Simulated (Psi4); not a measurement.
Psi4 input (wB97X-D/6-31G*):

```
memory 1500 MB

molecule {
1 1
N    -2.35602100    0.60945400   -1.47477000
Si   -1.67813000   -0.09981700   -0.11531500
O     0.10867600    0.06949200   -0.32412600
Si    1.47946700   -0.59469300    0.63715900
N     2.62436600    0.60860300    0.83780000
H    -2.74777000    1.53917200   -1.46983400
H    -2.61268600    0.09222800   -2.30217100
H    -1.81157700   -1.55645300   -0.04282600
H    -1.91813900    0.65057900    1.11897600
H     0.34547900    0.63083400   -1.08076300
H     0.71027700   -0.95954500    1.83087600
H     1.97918000   -1.68557200   -0.20130100
H     2.58883700    1.31575600    1.55614600
H     3.49985900    0.61380200    0.33688300
symmetry c1
no_reorient
no_com
}

set {
  basis 6-31G*
  reference rks
  scf_type pk
  dft_radial_points 99
  dft_spherical_points 590
  e_convergence 1e-8
  d_convergence 1e-7
  maxiter 150
}

e = energy('wb97x-d')
print_out(f'\nFINAL {e:.10f} DIPOLE {variable("CURRENT DIPOLE")[0]:.6f} {variable("CURRENT DIPOLE")[1]:.6f} {variable("CURRENT DIPOLE")[2]:.6f}\n')
```

From the output:

```
      78A      1.125617    79A      1.194656    80A      1.234800
      81A      1.268713    82A      1.592034    83A      1.593766
      84A      1.625928    85A      1.713932    86A      1.791848
      87A      1.846052    88A      2.071469    89A      2.074339
      90A      2.144761    91A      2.162442    92A      2.291614
      93A      2.330029    94A      2.338959    95A      2.352699
      96A      2.377678    97A      2.875311    98A      2.885831
      99A      3.603033   100A      3.625342   101A      3.637709

    Final Occupation by Irrep:
              A
    DOCC [    29 ]
    NA   [    29 ]
    NB   [    29 ]

  @RKS Final Energy:  -768.88727333850420

   => Energetics <=

    Nuclear Repulsion Energy =            311.0777451350165848
    One-Electron Energy =               -1668.6855433800274113
    Two-Electron Energy =                 636.7343213026125568
    DFT Exchange-Correlation Energy =     -48.0084833132103768
    Empirical Dispersion Energy =          -0.0053130828955037
    VV10 Nonlocal Energy =                  0.0000000000000000
    Total Energy =                       -768.8872733385042011

Computation Completed

Properties will be evaluated at   0.000000,   0.000000,   0.000000 [a0]

Properties computed using the SCF density matrix

 Multipole Moments:

 ------------------------------------------------------------------------------------
     Multipole            Electronic (a.u.)      Nuclear  (a.u.)        Total (a.u.)
 ------------------------------------------------------------------------------------

 L = 1.  Multiply by 2.5417464519 to convert [e a0] to [Debye]
 Dipole X            :          0.1334392            0.0000019            0.1334411
 Dipole Y            :          0.5682801           -0.0000076            0.5682726
 Dipole Z            :         -0.5398830            0.0000076           -0.5398754
 Magnitude           :                                                    0.7951137

 ------------------------------------------------------------------------------------

FINAL -768.8872733385 DIPOLE 0.133441 0.568273 -0.539875

*** Psi4 exiting successfully. Buy a developer a beer!
```

The dipole moment of an ion depends on the origin.

The geometry given is a B3LYP-D3(BJ)/def2-TZVP minimum.
